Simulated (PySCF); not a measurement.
## Working out the ionisation energy of Mg⁺

Mg⁺ [Ne] 3s1 (2S) → Mg²⁺ [Ne] (1S). Calculation: PySCF 2.14, in def2-TZVPPD; the non-relativistic Hamiltonian (point nucleus). Frozen: 1s2. Energies in hartree (1 hartree = 27.21139 eV):

| part | Mg⁺ (lower) | Mg²⁺ (upper) |
| --- | --- | --- |
| UHF | -199.363696 | -198.823029 |
| CCSD correlation | -0.166321 | -0.160334 |
| (T) | -0.001162 | -0.001015 |

Task: What does Hartree-Fock give?

Result: (-198.823029) − (-199.363696) = 0.540667 hartree = 14.712 eV.

Task: What do CCSD and CCSD(T) give?

Result: The CCSD correlation energies differ by 0.005987 hartree = 0.163 eV and the triples by 0.000147 hartree = 0.004 eV, so CCSD gives 14.875 eV and CCSD(T) 14.879 eV.

Measured between the centres of the two terms (NIST): 15.035 eV, so CCSD(T) (valence and next inner shell) is off by -0.156 eV.

What remains against the reference includes basis incompleteness, the frozen core and higher excitations.
